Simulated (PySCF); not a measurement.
# Exercise with solution: entropy of an ideal gas

C₂H₄BFO₂, SMILES C1OCB(F)O1.

Geometry optimised at PBE0-D3(BJ)/def2-SVP. This is a generated structure with no PubChem entry under its InChIKey; it may be hypothetical. One conformer was computed; it need not be the lowest.

PBE0-D3(BJ)/def2-SVP run with PySCF gives the harmonic wavenumbers 160, 206, 375, 460, 573, 736, 822, 900, 991, 1077, 1128, 1160, 1209, 1242, 1262, 1353, 1434, 1459, 1522, 1547, 3004, 3011, 3125, 3129 cm⁻¹ and the rotational temperatures 0.3728, 0.1558, 0.1142 K. The molar mass is 89.86 g/mol, the symmetry number 1, the spin multiplicity 1.

**Question.** Work out the entropy at 298.15 K and 1 atm in the rigid-rotor, harmonic-oscillator model.

**Answer.** 
Translation (Sackur–Tetrode at 1 atm): S = R[1.5 ln M + 2.5 ln T − 1.16487] = 164.8 J/(mol K).
Rotation: q = (√π/σ) T^1.5/√(θA θB θC) = 112000, S = R[ln q + 3/2] = 109.1 J/(mol K).
Vibration: with u = 1.4388 ν/T, each mode gives R[u/(e^u − 1) − ln(1 − e^−u)]:
```
ν (cm⁻¹)  modes     u  S (J/(mol K))
--------  -----  ----  -------------
160           1  0.77          10.67
206           1  0.99           8.70
375           1  1.81           4.43
460           1  2.22           3.21
573           1  2.77           2.09
736           1  3.55           1.11
822           1  3.97           0.80
900           1  4.34           0.58
991           1  4.78           0.41
1077          1  5.20           0.29
1128          1  5.44           0.23
1160          1  5.60           0.20
1209          1  5.83           0.17
1242          1  5.99           0.15
1262          1  6.09           0.13
1353          1  6.53           0.09
1434          1  6.92           0.07
1459          1  7.04           0.06
1522          1  7.34           0.04
1547          1  7.47           0.04
```
The stiffer modes add less than 0.005 each. Sum 33.5 J/(mol K).
Spin: R ln 1 = 0.0 J/(mol K).
Total 307.4 J/(mol K); the program's own thermochemistry gives 307.4. Translation makes up 54 % and vibration 11 %. Anharmonicity, hindered rotation and orbital degeneracy are left out.
